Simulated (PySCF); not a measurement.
H4P, SMILES [PH4+], charge +1.

Geometry optimised at TPSSh-D3(BJ)/def2-TZVPD. The isomer is the one that the SMILES or the coordinates give; other isomers of the formula were not compared.

Lowest vertical singlet excitation by several levels in PySCF, with rough processor times relative to the cheapest run on one machine. Each run also gave further roots (ADC and EOM-CCSD ionised and attached states too); roots are paired by order and the bases differ. EOM-CCSD serves as a yardstick, not as the true value; all levels that ended soundly for this molecule are listed, with differences from unrounded values.

```csv
level,relative cost,S1 (eV),S1 minus EOM-CCSD (eV)
TDA-B3LYP/def2-TZVPD,1,11.02,-0.65
TDA-PBE/def2-TZVPD,1,10.73,-0.94
TDA-LC-ωPBE/def2-TZVPD,1,11.29,-0.38
EOM-CCSD/aug-cc-pVDZ,2,11.67,0.00
```

### Question
Which is the cheapest level here that lands within 0.2 eV of EOM-CCSD?

### Answer
No cheaper level does; only EOM-CCSD itself.
